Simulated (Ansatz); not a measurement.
Program: Ansatz 0.2.0.

`B[SiH2][GeH2][SiH3]` at its PBE0-D4/def2-TZVP geometry, where that method's forces vanish. The species carries charge 0 and has multiplicity 1.

```csv
atom,x (Å),y (Å),z (Å)
B1,0.670,-0.997,-1.951
Si2,-1.081,-1.013,-1.019
Ge3,-0.407,-0.373,1.198
Si4,0.642,1.762,1.180
H5,1.109,0.018,-2.404
H6,1.368,-1.967,-1.968
H7,-2.056,0.014,-1.476
H8,-1.761,-2.334,-0.931
H9,0.563,-1.423,1.773
H10,-1.654,-0.345,2.103
H11,-0.264,2.761,0.556
H12,0.977,2.210,2.558
H13,1.893,1.688,0.380
```

Question: For each bond, give half the difference of the two atoms' forces along it (eV/Å; positive pushes the atoms apart) under PBE-D4, r2SCAN-D4, B3LYP-D4, ωB97M-V in def2-TZVPP. (Best estimate.)

Answer: The calculation gave: 
| bond | length (Å) | PBE-D4 | r2SCAN-D4 | B3LYP-D4 | ωB97M-V |
| --- | --- | --- | --- | --- | --- |
| B1–Si2 | 1.983 | -0.17 | -0.02 | 0.09 | 0.14 |
| B1–H5 | 1.196 | 0.10 | -0.01 | -0.10 | -0.11 |
| B1–H6 | 1.195 | 0.10 | -0.01 | -0.10 | -0.12 |
| Si2–Ge3 | 2.404 | 0.06 | 0.04 | 0.10 | -0.02 |
| Si2–H7 | 1.489 | 0.11 | 0.00 | -0.08 | -0.11 |
| Si2–H8 | 1.488 | 0.10 | -0.01 | -0.09 | -0.12 |
| Ge3–Si4 | 2.379 | -0.07 | -0.01 | 0.12 | 0.06 |
| Ge3–H9 | 1.541 | 0.08 | -0.04 | -0.01 | -0.05 |
| Ge3–H10 | 1.541 | 0.11 | -0.02 | -0.02 | -0.07 |
| Si4–H11 | 1.487 | 0.08 | -0.01 | -0.07 | -0.09 |
| Si4–H12 | 1.487 | 0.09 | -0.01 | -0.09 | -0.11 |
| Si4–H13 | 1.487 | 0.08 | -0.01 | -0.08 | -0.09 |

B3LYP here is the variant with VWN-RPA as its local correlation; programs differ in this.
